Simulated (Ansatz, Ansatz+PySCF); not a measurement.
```xyz
3

H     0.0000    0.0003   -1.2360
C     0.0000    0.0000   -0.1522
P     0.0000   -0.0003    1.3882
```

Basis set: def2-SVP (spherical functions). Correlated methods keep 6 orbitals frozen. Charge 0, multiplicity 1.

Computed with Ansatz (development build ahead of 0.2.0); each method stands on the lowest determinant of its kind that the runs found. Restricted open shells among the atoms or ions are ROHF, correlated in semicanonical orbitals with singles.

Question: Give the atomization energy at this shape (free ground-state atoms in the same class of orbitals less the molecule, no zero-point energy) of singlet CHP by RHF-CCSD(T), UHF-CCSD(T), RHF-MP2, UHF-MP2, RHF, UHF.

Answer:

```csv
method,atomization energy
RHF-CCSD(T),10.08 eV
UHF-CCSD(T),10.03 eV
RHF-MP2,10.33 eV
UHF-MP2,9.47 eV
RHF,6.73 eV
UHF,6.76 eV
```

Caution for UHF-CCSD(T), UHF-MP2: a plain start can end on a higher determinant. Caution for UHF-CCSD(T), UHF-MP2, UHF: the unrestricted determinant is spin contaminated.
